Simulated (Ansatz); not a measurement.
Isolated molecules relaxed with PBE0-D4/def2-TZVP in Ansatz; ΔE leaves out vibrations. CCSD(T)/CBS is the MP2 limit (def2-TZVPP, def2-QZVPP) plus CCSD(T) − MP2 in def2-TZVPP, frozen cores. Functionals use def2-TZVPP. B3LYP here is the variant with VWN-RPA as its local correlation; programs differ in this. For Br outer-core shells are correlated without core-valence functions, which leaves a few kJ/mol of doubt a bond. Scalar relativity is left out up to krypton. Each species was taken in one conformer, which may not be the lowest.

`C[SiH2][SiH2]Br` + `S=CS` → `C[SiH2]C(=S)S` + `[SiH3]Br`  (formal exchange of groups at the Si–Si bond)

`C[SiH2][SiH2]Br`:

Cartesian coordinates in Å:
```
C 0.790 0.205 -1.511
Si -0.679 -0.379 -0.508
Si -0.401 0.189 1.744
Br 1.569 -0.641 2.408
H 0.878 1.293 -1.476
H 0.687 -0.097 -2.556
H 1.713 -0.225 -1.117
H -0.827 -1.858 -0.585
H -1.944 0.240 -0.997
H -0.343 1.658 1.964
H -1.443 -0.383 2.633
```

`S=CS`:

Cartesian coordinates in Å:
```
S -0.585 1.236 1.064
C -0.318 0.353 -0.260
S 0.636 -1.069 -0.434
H -0.762 0.619 -1.221
H 1.029 -1.139 0.851
```

`C[SiH2]C(=S)S`:

Z-matrix (Å, degrees):
```
C
Si 1 1.860
H 1 1.091 2 109.8
H 1 1.092 2 110.7 3 -119.9
H 1 1.093 2 110.5 3 120.0
C 2 1.902 1 109.5 3 56.1
H 2 1.485 1 112.2 3 -61.6
H 2 1.490 1 111.5 3 176.1
S 6 1.719 2 115.2 1 129.6
S 6 1.627 2 118.6 1 -50.9
H 9 1.350 6 97.4 2 178.5
```

`[SiH3]Br`:

Z-matrix (Å, degrees):
```
Si
Br 1 2.219
H 1 1.480 2 108.4
H 1 1.481 2 108.4 3 -120.0
H 1 1.481 2 108.4 3 120.0
```

CCSD(T)/CBS gives -7.2 kJ/mol.

Another level gave -0.3 kJ/mol. Which?
A. B2PLYP/def2-TZVPP
B. PBE0/def2-TZVPP
C. SCS-MP2/def2-TZVPP
D. B3LYP/def2-TZVPP

D. B3LYP -0.3, B2PLYP -6.4, SCS-MP2/def2-TZVPP -13.3, PBE0 5.9 kJ/mol.

Largest T1 diagnostic among the species: 0.018.

The D4 term adds −3.9 kJ/mol with B3LYP and −2.0 kJ/mol with PBE0; it sums over pairs of atoms, weighted by their polarisabilities, and B3LYP, whose exchange is more repulsive, gets the larger term.
